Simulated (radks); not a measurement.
Problem. Pm IV, configuration [Xe] 4f4 (the NIST ground configuration). Calculated with a radial shooting solver on a logarithmic mesh with Libxc functionals: scalar-relativistic Kohn-Sham, PBEsol, spin-polarised, spherical densities, finite nucleus; open shells are filled with parallel spins first (spin-orbit coupling, left out, can overturn this in heavy ions); Fermi nuclear charge, rms radius 4.962 fm. Some entries of the table are withheld. Estimate them.

orbital  occ.  eigenvalue (eV)  r(max) (bohr)  <r> (bohr)
1s down     1        -45028.35        0.01480     0.02319
1s up       1        -45028.35        0.01480     0.02319
2s up       1        -7347.354        0.08383     0.09900
2s down     1        -7347.328        0.08383     0.09899
2p up       3        -6566.069        0.06763     0.08712
2p down     3        -6566.052        0.06763     0.08712
3s up       1        -1627.312         0.2388      0.2607
3s down     1        -1625.993         0.2387      0.2606
3p up       3        -1381.944         0.2339      0.2590
3p down     3        -1380.633         0.2338      0.2588
3d up       5        -1045.087         0.1918      0.2364
3d down     5        -1044.070         0.1918      0.2362
4s up       1        -349.4877         0.5518      0.5923
4s down     1        -346.1866         0.5516      0.5922
4p up       3        -268.8083         0.5758      0.6267
4p down     3        -265.5069         0.5755      0.6266
4d up       5        -154.7720         0.6017      0.6850
4d down     5        -151.4823         0.6013      0.6855
5s up       1         -70.0867          1.270         (1)
5s down     1         -68.2417          1.279         (2)
5p up       3              (3)          1.426       1.603
5p down     3              (4)          1.441       1.624
4f up       4              (5)         0.6263      0.9277
4f down     0              (6)         0.6278      0.9543

Solution. 
(1) 5s up <r> (bohr): 1.399
(2) 5s down <r> (bohr): 1.414
(3) 5p up eigenvalue (eV): -49.6581
(4) 5p down eigenvalue (eV): -48.2641
(5) 4f up eigenvalue (eV): -32.8715
(6) 4f down eigenvalue (eV): -29.9345
